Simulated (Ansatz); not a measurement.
`[F][Sn][SH]`. The species carries charge 0 and has multiplicity 1. Sn: def2 effective core potential.

```xyz
4

F    -0.335    0.749    1.522
Sn    0.727    1.242   -0.035
S     0.183   -0.782   -1.257
H    -0.575   -1.208   -0.231
```

Question: What are the harmonic wavenumbers in cm⁻¹ at PBE0-D4/def2-TZVP (Ansatz, finite differences of forces, unscaled)? (Best estimate.)

Answer: The calculation gave: 157, 327, 343, 566, 598, 2701.

Question: Is this a minimum?

Answer: Yes, all 6 modes are real.

Question: Give the ideal-gas thermochemistry at 298.15 K and 1 bar (rigid rotor, harmonic oscillator; point group Cs, symmetry number 1).

Answer: Zero-point energy 28.1 kJ/mol; H(298) − E = 42.5 kJ/mol; entropy 307.5 J/(mol·K), of which translation 173.0, rotation 109.3, vibration 25.2; G(298) − E = -49.2 kJ/mol.

Question: And at 400, 500, 600, 800 and 1000 K?

Answer: 
```csv
T (K),H − E (kJ/mol),S (J/mol/K),G − E (kJ/mol)
400,49.2,326.8,-81.5
500,56.1,342.2,-115.0
600,63.3,355.2,-149.9
800,77.9,376.3,-223.1
1000,93.0,393.1,-300.1
```

Question: Rotational constants (cm⁻¹)?

Answer: 0.275, 0.1032, 0.07502.
